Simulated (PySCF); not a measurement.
## I²⁺ (iodine, charge +2) across methods

[Kr] 4d10 5s2 5p3, high-spin 4S determinant. Computed with PySCF 2.14 in Sapporo-DKH3-DZP-2012 (7s6p4d1f, 52 functions), with the spin-free X2C one-electron Hamiltonian (Gaussian nucleus).

```json
{"method": "PBE", "E (hartree)": "-7113.63", "mean ε 5s α (eV)": "-37.011", "mean ε 5s β (eV)": "-34.561", "mean ε 5p α (eV)": "-25.552", "Σ⟨r²⟩ (bohr²)": "41.73", "⟨S²⟩": "3.750"}
{"method": "PBE0", "E (hartree)": "-7113.71", "mean ε 5s α (eV)": "-39.353", "mean ε 5s β (eV)": "-35.643", "mean ε 5p α (eV)": "-26.971", "Σ⟨r²⟩ (bohr²)": "41.73", "⟨S²⟩": "3.751"}
{"method": "UHF", "E (hartree)": "-7111.19205", "mean ε 5s α (eV)": "-45.336", "mean ε 5s β (eV)": "-37.409", "mean ε 5p α (eV)": "-30.359", "Σ⟨r²⟩ (bohr²)": "42.12", "⟨S²⟩": "3.751"}
{"method": "r2SCAN", "E (hartree)": "-7114.05", "mean ε 5s α (eV)": "-37.919", "mean ε 5s β (eV)": "-34.472", "mean ε 5p α (eV)": "-26.070", "Σ⟨r²⟩ (bohr²)": "41.72", "⟨S²⟩": "3.751"}
{"method": "LDA", "E (hartree)": "-7107.50", "mean ε 5s α (eV)": "-37.169", "mean ε 5s β (eV)": "-35.078", "mean ε 5p α (eV)": "-25.624", "Σ⟨r²⟩ (bohr²)": "41.66", "⟨S²⟩": "3.750"}
{"method": "r2SCANh", "E (hartree)": "-7114.04", "mean ε 5s α (eV)": "-38.748", "mean ε 5s β (eV)": "-34.921", "mean ε 5p α (eV)": "-26.571", "Σ⟨r²⟩ (bohr²)": "41.72", "⟨S²⟩": "3.751"}
{"method": "LC-wPBE", "E (hartree)": "-7113.60", "mean ε 5s α (eV)": "-42.877", "mean ε 5s β (eV)": "-38.597", "mean ε 5p α (eV)": "-29.822", "Σ⟨r²⟩ (bohr²)": "41.69", "⟨S²⟩": "3.751"}
{"method": "wB97X-V", "E (hartree)": "-7113.76", "mean ε 5s α (eV)": "-42.113", "mean ε 5s β (eV)": "-38.365", "mean ε 5p α (eV)": "-29.179", "Σ⟨r²⟩ (bohr²)": "41.78", "⟨S²⟩": "3.751"}
{"method": "TPSS", "E (hartree)": "-7113.74", "mean ε 5s α (eV)": "-37.250", "mean ε 5s β (eV)": "-34.367", "mean ε 5p α (eV)": "-25.694", "Σ⟨r²⟩ (bohr²)": "41.76", "⟨S²⟩": "3.751"}
```
